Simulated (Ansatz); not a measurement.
Consider the ligand exchange at a B–F bond: `CB(N)F` + HBr → `CB(N)Br` + H–F.

Calculated with Ansatz (gas phase, PBE0-D4/def2-TZVP geometries, no zero-point term in ΔE). CCSD(T)/CBS is the MP2 limit (def2-TZVPP, def2-QZVPP) plus CCSD(T) − MP2 in def2-TZVPP, frozen cores. This one scheme is used for every species. DFT in def2-TZVPP. B3LYP here is the variant with VWN-RPA as its local correlation; programs differ in this. HSE06 is defined as in plane-wave codes. For Br outer-core shells are correlated without core-valence functions, which leaves a few kJ/mol of doubt a bond. Scalar relativity is left out up to krypton. One conformer a species, not always the lowest.

```
             level  ΔE (kJ/mol)  difference from CCSD(T)/CBS
       LDA (SPW92)         56.2                          9.8
            PBE-D4         49.7                          3.3
         revPBE-D4         45.4                         -1.0
         r2SCAN-D4         57.1                         10.7
            B97M-V         64.3                         17.9
           PBE0-D4         49.6                          3.2
          B3LYP-D4         59.2                         12.8
        r2SCANh-D4         56.3                          9.9
        r2SCAN0-D4         55.4                          9.0
          HSE06-D4         49.4                          3.0
          BHLYP-D4         61.4                         15.0
      CAM-B3LYP-D4         66.0                         19.6
           ωB97X-V         57.6                         11.2
           ωB97M-V         57.1                         10.7
            B2PLYP         59.5                         13.1
          PBE-QIDH         49.1                          2.7
               PBE         54.1                          7.7
            revPBE         54.0                          7.6
              BLYP         68.1                         21.7
            r2SCAN         58.1                         11.7
              PBE0         53.5                          7.1
             B3LYP         66.7                         20.3
           r2SCAN0         56.6                         10.2
             HSE06         53.2                          6.8
             BHLYP         68.4                         22.0
         CAM-B3LYP         70.2                         23.8
           LC-ωPBE         58.7                         12.3
RPA@PBE/def2-TZVPP         54.4                          8.0
     CCSD/def2-SVP         74.5                         28.1
  CCSD(T)/def2-SVP         72.6                         26.2
     HF/def2-TZVPP         73.0                         26.6
    MP2/def2-TZVPP         42.6                         -3.8
SCS-MP2/def2-TZVPP         50.5                          4.1
   CCSD/def2-TZVPP         55.8                          9.4
     HF/def2-QZVPP         73.9                         27.5
    MP2/def2-QZVPP         39.5                         -6.9
SCS-MP2/def2-QZVPP         47.6                          1.2
      HF/CBS(def2)         74.0                         27.6
     MP2/CBS(def2)         36.7                         -9.7
    CCSD/CBS(def2)         49.9                          3.5
       CCSD(T)/CBS         46.4                            0
```

Largest T1 diagnostic among the species: 0.011.

In def2-TZVPP, CCSD(T) changes the Hartree–Fock value by −20.7 kJ/mol (the triples alone add −3.5 kJ/mol) and MP2 by −30.4 kJ/mol. At CCSD(T), def2-SVP lies +26.1 kJ/mol from the extrapolated value and def2-TZVPP +5.9 kJ/mol.
